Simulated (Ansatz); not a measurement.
Calculated with Ansatz (gas phase, PBE0-D4/def2-TZVP geometries, no zero-point term in ΔE). CCSD(T)/CBS is the MP2 limit (def2-TZVPP, def2-QZVPP) plus CCSD(T) − MP2 in def2-TZVPP, frozen cores. Functionals use def2-TZVPP. Each species was taken in one conformer, which may not be the lowest.

`FB(F)[Si](F)(F)F` + dimethylamine → `CN(C)B(F)F` + `F[SiH](F)F`  (cleavage of the B–Si bond)

CCSD(T)/CBS gives -161.3 kJ/mol.

Task: Another level gave -152.6 kJ/mol. Which?
A. PBE-QIDH/def2-TZVPP
B. B97M-V/def2-TZVPP
C. MP2/def2-TZVPP
D. PBE0/def2-TZVPP

Result: D. PBE0 -152.6, PBE-QIDH -162.9, B97M-V -157.2, MP2/def2-TZVPP -168.2 kJ/mol.

Largest T1 diagnostic among the species: 0.013.

From r2SCAN to r2SCAN0 (25 % exact exchange), in def2-TZVPP and without D4, ΔE moves by −5.1 kJ/mol. Leaving LDA and LC-ωPBE aside and taking each functional with its dispersion term where it has one, the values, not all of them listed here, spread over 24.8 kJ/mol, from BHLYP-D4 to revPBE-D4. LDA lies −19.3 kJ/mol from PBE without D4. At CCSD(T), def2-SVP lies −15.3 kJ/mol from the extrapolated value and def2-TZVPP −0.4 kJ/mol.
